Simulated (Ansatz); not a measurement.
`F[Si]1([GeH3])CO1`. Charge 0, multiplicity 1. The geometry is a stationary point of PBE0-D4/def2-TZVP.

```xyz
10

F     1.921   -1.031    0.474
Si    0.666   -0.074    0.260
Ge   -1.222   -1.352   -0.368
C     0.926    1.695    0.054
O     0.471    1.133    1.361
H    -2.365   -0.384   -0.694
H    -1.630   -2.273    0.789
H    -0.890   -2.199   -1.603
H     1.926    2.119    0.118
H     0.196    2.366   -0.390
```

What is the dipole moment at B3LYP/def2-TZVPP? (Best estimate.)

Computed: 2.12 D, with components (-0.97, -0.34, -1.85) D in this frame, pointing from negative to positive charge.

And with PBE, r2SCAN, ωB97M-V? (Estimate.)

Computed: PBE 1.91 D, r2SCAN 1.97 D, ωB97M-V 2.16 D.

Give the Mulliken charges with B3LYP, ωB97M-V, PBE in def2-TZVPP. (Estimate.)

Computed: 
```json
{"atom": "F1", "B3LYP": "-0.31", "ωB97M-V": "-0.29", "PBE": "-0.26"}
{"atom": "Si2", "B3LYP": "0.62", "ωB97M-V": "0.62", "PBE": "0.51"}
{"atom": "Ge3", "B3LYP": "-0.04", "ωB97M-V": "-0.12", "PBE": "-0.03"}
{"atom": "C4", "B3LYP": "-0.14", "ωB97M-V": "-0.18", "PBE": "-0.13"}
{"atom": "O5", "B3LYP": "-0.40", "ωB97M-V": "-0.38", "PBE": "-0.33"}
{"atom": "H6", "B3LYP": "0.02", "ωB97M-V": "0.04", "PBE": "0.01"}
{"atom": "H7", "B3LYP": "0.01", "ωB97M-V": "0.04", "PBE": "0.01"}
{"atom": "H8", "B3LYP": "0.01", "ωB97M-V": "0.03", "PBE": "0.01"}
{"atom": "H9", "B3LYP": "0.11", "ωB97M-V": "0.12", "PBE": "0.10"}
{"atom": "H10", "B3LYP": "0.11", "ωB97M-V": "0.12", "PBE": "0.10"}
```

B3LYP here is the variant with VWN-RPA as its local correlation; programs differ in this.
